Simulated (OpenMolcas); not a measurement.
Computed levels of 3d3 in ions with 21 electrons, in cm-1 above 4F 3/2.

| Quantity | Value |
| --- | --- |
| Program | OpenMolcas 26.06 |
| Method | CASSCF |
| Basis | ANO-R2 |
| Scalar Hamiltonian | X2C, finite nucleus |
| Spin-orbit coupling | state interaction with AMFI integrals over the reference wave functions, term energies averaged over their components |

Active space for each ion: 3 electrons in 5 orbitals (3d).

| Level | V2+ | Mn4+ | Fe5+ | Co6+ | Ni7+ |
| --- | --- | --- | --- | --- | --- |
| 4F 5/2 | 150 | 364 | 511 | 667 | 950 |
| 4F 7/2 | 358 | 859 | 1203 | 1585 | 2215 |
| 4F 9/2 | 619 | 1475 | 2055 | 2738 | 3740 |
| 4P 1/2 | 14843 | 20528 | 23174 | 25754 | 28369 |
| 4P 3/2 | 14916 | 20679 | 23365 | 26154 | 28630 |
| 2G 7/2 | 14980 | 21020 | 23867 | 26551 | 29492 |
| 4P 5/2 | 15084 | 21111 | 23993 | 26821 | 29889 |

Task: Estimate 4F 9/2, 4P 1/2, 4P 3/2 for Cr3+ from its neighbours V2+ and Mn4+.

Result: 4F 9/2 is fine structure, which grows about as the fourth power of a screened charge, so the fourth roots are averaged: ((619^0.25 + 1475^0.25) / 2)^4 = 978. The calculation gives 1012, so the estimate is off by -3.4 %; the measured value is 946 (Sugar and Corliss, J. Phys. Chem. Ref. Data 6, 317 (1977)).
4P 1/2 is another term, which grows about linearly with the charge: (14843 + 20528) / 2 = 17686. The calculation gives 17769, so the estimate is off by -0.5 %; the measured value is 14059 (Sugar and Corliss, J. Phys. Chem. Ref. Data 6, 317 (1977)).
4P 3/2 is another term, which grows about linearly with the charge: (14916 + 20679) / 2 = 17798. The calculation gives 17881, so the estimate is off by -0.5 %; the measured value is 14177 (Sugar and Corliss, J. Phys. Chem. Ref. Data 6, 317 (1977)).

Without dynamic correlation excited terms often stand tens of per cent too high (terms of higher spin than the ground term too low), and those without a measured partner can miss by more than the paired ones. Some high roots are left out of the spin-orbit mixing, which shifts the levels that they would mix with (holds for Co6+). Computed and measured levels are paired by configuration, term and J; levels that our copy of the source lacks, or whose pairing is in doubt (as where it misses far off the trend of its configuration), stay unpaired and out of the deviations. Only configurations of the active space appear.
